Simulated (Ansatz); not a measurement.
Compare A (`CC1CCC(=O)O1`) with its isomer B (`CC1(C)COC1=O`).

Gas-phase electronic energies from Ansatz, PBE0-D4/def2-TZVP geometries. CCSD(T)/CBS is the MP2 limit (def2-TZVPP, def2-QZVPP) plus CCSD(T) − MP2 in def2-TZVPP, frozen cores. Functionals use def2-TZVPP.

**Question.** Which isomer does CCSD(T)/CBS put lower? Give the gap. (An estimate is asked.)

**Answer.** Computed: A, by 64.9 kJ/mol.

**Question.** Give E(B) − E(A) in kJ/mol with CCSD(T)/def2-SVP, r2SCAN-D4, PBE0-D4, BLYP-D4, ωB97M-V, B2PLYP, CCSD/def2-TZVPP. (Best estimate.)

**Answer.** The calculation gave: CCSD(T)/def2-SVP 62.3, r2SCAN-D4 66.8, PBE0-D4 66.9, BLYP-D4 59.1, ωB97M-V 65.8, B2PLYP 64.7, CCSD/def2-TZVPP 65.5. None reverses the order clearly.

Largest T1 diagnostic: 0.014.

From r2SCAN to r2SCAN0 (25 % exact exchange), in def2-TZVPP and without D4, E(B) − E(A) moves by +4.4 kJ/mol. Leaving LDA and LC-ωPBE aside and taking each functional with its dispersion term where it has one, the values, not all of them listed here, spread over 15.2 kJ/mol, from revPBE-D4 to BHLYP-D4. LDA lies +10.9 kJ/mol from PBE without D4.
